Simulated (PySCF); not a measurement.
Molecule: `C=C[S@OH30](F)(F)(F)(F)F`, C$_{2}$H$_{3}$F$_{5}$S.

Cartesian coordinates in Å; atom numbers follow the order of the lines, from 1:
```xyz
11

C     1.6984    0.5037    0.1114
C     0.7780   -0.3698   -0.2649
S    -0.9737   -0.1230    0.0118
F    -2.5528    0.0453    0.2310
F    -0.7634    0.3470    1.5353
F    -0.9270    1.4151   -0.4557
F    -1.2848   -0.5790   -1.5015
F    -1.1242   -1.6506    0.4990
H     1.4425    1.4362    0.6188
H     2.7535    0.2991   -0.0862
H     0.9718   -1.3146   -0.7753
```

Geometry PBE0-D3(BJ)/def2-SVP throughout; GIAO in PySCF, gas phase, one conformer, non-relativistic; equivalent atoms averaged; basis pcSseg-1.

For orientation, LC-wPBE gives these absolute shieldings σ: C1 51.9, S3 325.3, F4 71.6, F5/F8 112.7, F7 112.0, F6 114.3, H11 24.57, H9 24.79, H10 25.04 ppm.

A run gave: C1 49.7, S3 286.1, F4 50.2, F5/F8 95.1, F7 94.4, F6 96.7, H11 24.65, H9 25.16, H10 25.42 ppm (absolute shieldings σ).

Which functional was used in that run?
A. HF
B. B3LYP
C. PBE
D. PBE0

## Answers

B. S3 tells them apart best: B3LYP gives 286.1, PBE0 gives 313.6, HF gives 414.4, PBE gives 271.7 ppm.
